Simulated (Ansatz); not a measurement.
System: Si₂NH₆, charge 1, singlet. Si2NH6+ (parent SMILES [SiH2]N[SiH3], singlet).
B3LYP-D3(BJ)/def2-TZVP minimum from Ansatz (a quantum-chemistry and plane-wave program):
```xyz
9

Si     1.5236    -0.2294    -0.3560
N      0.2208     0.3146     0.4781
Si    -1.5490     0.0736     0.1189
H      1.2777    -1.0214    -1.5610
H      2.8696     0.0904     0.1252
H      0.4117     0.8640     1.3139
H     -2.1072    -0.6370     1.2777
H     -1.5287    -0.7344    -1.1117
H     -2.1131     1.4172    -0.0712
```
Charge +1, spin multiplicity 1.

Total energies in cc-pV(D+d)Z, 18 correlated electrons, 11 frozen orbitals. UHF or UKS for unpaired electrons; spin-orbit terms are left out. Correlated methods leave the cores frozen. No relativity. The spin of H6NSi2+ (parent SMILES [SiH2]N[SiH3], singlet) was assumed, and the state is the lowest solution found for it.

```csv
method,program,energy (Eh),minus CCSDT(Q) (mEh)
HF,Ansatz,-635.59457,414.80
MP2,Ansatz,-635.94918,60.19
CCSD,Ansatz,-635.99647,12.90
CCSD(T),Ansatz,-636.00738,1.99
CCSDT(Q),Ansatz,-636.00937,0.00
```

Rough core times of Ansatz's runs on a shared machine: CCSD(T) under 20 s, CCSDT(Q) 9 min.
